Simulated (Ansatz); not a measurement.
The same molecule with X = Ti, Zr, Hf. Ansatz, PBE0-D4/def2-TZVP geometries, multiplicity 1. Each molecule was computed in one conformer, which needn't be the lowest.

Elements past krypton have def2 core potentials. Scalar relativity is left out up to krypton.

```json
{"X": "Ti", "molecule": "`[F][Ti]([F])([F])[SeH]`", "mean X–F bond length / Å": "1.741", "mean X–Se bond length / Å": "2.410", "LUMO energy (B3LYP/def2-TZVPP) / eV": "-3.45", "ideal-gas entropy at 298 K and 1 bar (rigid rotor, harmonic PBE0-D4/def2-TZVP) / J/(mol·K)": "372", "LUMO energy (PBE/def2-TZVPP) / eV": "-4.11"}
{"X": "Hf", "molecule": "`[F][Hf]([F])([F])[SeH]`", "mean X–F bond length / Å": "1.893", "mean X–Se bond length / Å": "2.578", "LUMO energy (B3LYP/def2-TZVPP) / eV": "-1.74", "ideal-gas entropy at 298 K and 1 bar (rigid rotor, harmonic PBE0-D4/def2-TZVP) / J/(mol·K)": "398", "LUMO energy (PBE/def2-TZVPP) / eV": "-2.34"}
```

Question: Give the row for X = Zr, `[F][Zr]([F])([F])[SeH]`. (Estimate.)

Answer: Ansatz gave: 
| X | molecule | mean X–F bond length / Å | mean X–Se bond length / Å | LUMO energy (B3LYP/def2-TZVPP) / eV | ideal-gas entropy at 298 K and 1 bar (rigid rotor, harmonic PBE0-D4/def2-TZVP) / J/(mol·K) | LUMO energy (PBE/def2-TZVPP) / eV |
| --- | --- | --- | --- | --- | --- | --- |
| Zr | `[F][Zr]([F])([F])[SeH]` | 1.889 | 2.579 | -2.19 | 391 | -2.79 |

From Ti to Hf the mean X–F bond length rises at each step, by 0.152 Å in all; the mean X–Se bond length isn't monotonic: highest at Zr, lowest at Ti; the LUMO energy (B3LYP/def2-TZVPP) rises at each step, by 1.71 eV in all; the ideal-gas entropy at 298 K and 1 bar (rigid rotor, harmonic PBE0-D4/def2-TZVP) rises at each step, by 26 J/(mol·K) in all; the LUMO energy (PBE/def2-TZVPP) rises at each step, by 1.77 eV in all.

B3LYP here is the variant with VWN-RPA as its local correlation; programs differ in this.
